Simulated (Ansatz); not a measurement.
Total energies of In(NH2)3 (InN3H6) from Ansatz at r2SCAN-D4/def2-TZVPD, gas phase (1 Eh = 27.2114 eV = 2625.5 kJ/mol). The reference geometry is relaxed at PBE-D4/def2-SVP.

```json
{"state": "charge 0 singlet", "geometry": "reference", "energy (Eh)": "-358.07362"}
{"state": "charge -1 doublet", "geometry": "reference", "energy (Eh)": "-358.07978"}
{"state": "free In atom (doublet)", "geometry": "–", "energy (Eh)": "-190.18157"}
{"state": "free N atom (quartet)", "geometry": "–", "energy (Eh)": "-54.58108"}
{"state": "free H atom (doublet)", "geometry": "–", "energy (Eh)": "-0.49993"}
```

In the def2 sets In takes a core potential; there is no spin–orbit coupling.

Question: Work out the vertical electron affinity, to the doublet.

Answer: E(charge 0 singlet) − E(charge -1 doublet) = -358.07362 − (-358.07978) = 0.00616 Eh = 0.17 eV.

Question: What is the binding energy per atom against free atoms?

Answer: Atoms: 1 × (-190.18157) + 3 × (-54.58108) + 6 × (-0.49993) = -356.92439 Eh. Binding: -356.92439 − (-358.07362) = 1.14923 Eh = 31.27 eV, or 3.13 eV for each of 10 atoms (no zero-point energy, no counterpoise term).

At r2SCAN-D4/def2-TZVPD the highest occupied level of the charge -1 doublet lies above zero (up to 1.45 eV). By energy differences its removal costs 0.17 eV (vertical, to the charge 0 singlet, at r2SCAN-D4/def2-TZVPD); a positive level beside a positive removal energy at the same level points to self-interaction error.
